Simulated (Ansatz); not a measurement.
C₂H₅FOSi (`F[SiH2]C1CO1`). Charge 0, multiplicity 1.

Z-matrix (Å, degrees):
```
Si
C 1 1.863
F 1 1.602 2 109.7
H 1 1.482 2 108.4 3 118.7
H 1 1.482 2 111.1 3 -118.7
O 2 1.441 1 111.4 3 -167.5
C 2 1.468 1 120.0 3 -103.2
H 2 1.090 1 120.4 3 55.7
H 7 1.088 2 119.9 1 6.3
H 7 1.087 2 118.5 1 158.0
```

(1) Give the diagnostics of a CCSD(T)/def2-TZVPP run (frozen core, Ansatz 0.2.0). (Best estimate.)

Answers

(1) Ansatz gave: T1 = 0.0118, largest single amplitude 0.010, largest double 0.013, (T) share of the correlation energy 3.6 %, 9 CCSD cycles. The RHF solution is stable towards an unrestricted one. T1 lies under the customary mark of 0.02 for closed shells.
